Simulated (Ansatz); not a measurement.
Results of the Gaussian-basis code of Ansatz.

`C[O][Sn]([Cl])([Cl])[SeH]` at its PBE0-D4/def2-TZVP geometry, where that method's forces vanish. The species carries charge 0 and has multiplicity 1. Sn: def2 effective core potential.

```
atom    x (Å)    y (Å)    z (Å)
  C1   1.3774   0.0839  -1.1302
  O2   0.4385   0.7268  -0.2884
 Sn3  -1.0075  -0.2866   0.5135
 Cl4  -0.0294  -2.1285   1.5202
 Cl5  -2.3942  -1.1177  -1.1364
 Se6  -2.2885   1.1897   2.0511
  H7   2.1262   0.8293  -1.4072
  H8   0.9113  -0.2944  -2.0468
  H9   1.8853  -0.7449  -0.6248
 H10  -1.0191   1.7425   2.5489
```

(1) For each bond, give half the difference of the two atoms' forces along it (eV/Å; positive pushes the atoms apart) under PBE-D4, r2SCAN-D4, B3LYP-D4, ωB97M-V in def2-TZVPP. (Estimate.)

Results:

(1) The calculation gave: 
| bond | length (Å) | PBE-D4 | r2SCAN-D4 | B3LYP-D4 | ωB97M-V |
| --- | --- | --- | --- | --- | --- |
| C1–O2 | 1.415 | 0.22 | 0.28 | 0.26 | 0.31 |
| C1–H7 | 1.092 | 0.12 | -0.04 | -0.12 | -0.12 |
| C1–H8 | 1.096 | 0.06 | -0.07 | -0.09 | -0.10 |
| C1–H9 | 1.096 | 0.06 | -0.07 | -0.09 | -0.09 |
| O2–Sn3 | 1.939 | 0.38 | 0.07 | 0.13 | -0.11 |
| Sn3–Cl4 | 2.316 | 0.20 | 0.07 | 0.20 | -0.02 |
| Sn3–Cl5 | 2.310 | 0.19 | 0.07 | 0.19 | -0.01 |
| Sn3–Se6 | 2.487 | 0.08 | 0.01 | 0.06 | -0.11 |
| Se6–H10 | 1.471 | 0.26 | -0.01 | 0.04 | -0.11 |

B3LYP here is the variant with VWN-RPA as its local correlation; programs differ in this.
